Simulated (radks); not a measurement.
The tellurium anion Te2-, [Xe], held by a Watson sphere: a shell of charge +1.58 at radius R that stands for the Madelung well of a crystal (potential energy -1.58/R inside, -1.58/r outside, in hartree with lengths in bohr). Calculated with a radial shooting solver on a logarithmic mesh with Libxc functionals: scalar-relativistic Kohn-Sham, LDA (Slater exchange, Perdew-Wang correlation), spin-polarised, spherical densities, point nucleus. Response by self-consistent Sternheimer equations with the Hartree and adiabatic LDA kernel, the relativistic mass of each level held fixed and spin-orbit coupling left out. The sphere does not respond.

R (bohr)  e(4d) (eV)  e(5s) (eV)  e(5p) (eV)  <r> 5p (bohr)  sum of <r^2> (bohr^2)  X-ray form factor at sin(theta)/lambda = 0.1 1/angstrom  alpha (bohr^3)
2.52         -37.793     -13.014      -4.179          2.715                  80.88                                                   49.184           55.43
2.63         -37.651     -12.839      -4.094          2.741                  81.99                                                   49.142           57.85
2.83         -37.445     -12.540      -3.927          2.788                  84.01                                                   49.068           62.74
3.1          -37.234     -12.169      -3.685          2.849                  86.76                                                   48.974           70.38
3.25         -37.134     -11.979      -3.547          2.883                  88.27                                                   48.926           75.13
4.39         -36.496     -10.835      -2.523          3.102                  99.18                                                   48.646           124.1
4.55         -36.412     -10.708      -2.393          3.128                  100.6                                                   48.618           133.1
4.76         -36.305     -10.551      -2.229          3.162                  102.5                                                   48.585           145.7

Estimate the row for R = 2.69 bohr.

Answer. e(4d) (eV) -37.583; e(5s) (eV) -12.747; e(5p) (eV) -4.045; <r> 5p (bohr) 2.755; sum of <r^2> (bohr^2) 82.59; X-ray form factor at sin(theta)/lambda = 0.1 1/angstrom 49.120; alpha (bohr^3) 59.25.
